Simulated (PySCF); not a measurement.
How methods differ on the excitation energy of Al

Al [Ne] 3s2 3p1 (2P) → Al [Ne] 3s1 3p1 4s1 (4P), as a difference of total energies. Computed with PySCF 2.14 in dyall-av2z, with no relativity, point nucleus. Correlated levels: valence: [Ne] frozen; virtual orbitals above 40 to 60 times the deepest correlated orbital energy dropped. The calculations carry no spin-orbit coupling.

```json
{"method": "UHF", "excitation energy (eV)": "6.421"}
{"method": "LDA", "excitation energy (eV)": "7.588"}
{"method": "PBE", "excitation energy (eV)": "7.493"}
{"method": "PBE0", "excitation energy (eV)": "7.440"}
{"method": "r2SCAN", "excitation energy (eV)": "7.317"}
{"method": "wB97M-V", "excitation energy (eV)": "7.694"}
{"method": "B3LYP", "excitation energy (eV)": "7.715"}
{"method": "M06-2X", "excitation energy (eV)": "7.808"}
{"method": "MP2 (valence)", "excitation energy (eV)": "7.133"}
{"method": "SCS-MP2 (valence)", "excitation energy (eV)": "7.355"}
```

**Question.** How much does correlation contribute at MP2 (valence)?

**Answer.** 7.133 − (6.421) = 0.712 eV, measured against UHF.

The upper state lies above the first ionisation limit, but in LS coupling its spin forbids autoionisation to the ground ion. A Rydberg-like electron needs more diffuse functions than a valence basis has.

The promoted electron is Rydberg-like, and one or two diffuse shells describe it only roughly, which tends to raise the upper state.
